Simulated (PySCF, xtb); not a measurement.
Zr(O)2 anion (O2Zr), SMILES [Zr](=[O])=[O] (connectivity only; charge and spin as stated), charge -1, multiplicity 2.

Harmonic wavenumbers (cm⁻¹) from GFN2-xTB (xtb) at its own minimum, in rising order: 189, 708, 718.

**Question.** What does B3LYP-D3(BJ)/def2-TZVPD in PySCF 2.14.0 give at its own minimum? (Estimate from the structure and the level; the computed values follow.)

**Answer.** 280, 801, 873. Paired by order, the mean absolute difference is 113 cm⁻¹ and the zero-point energies are 2.3 and 2.8 kcal/mol.
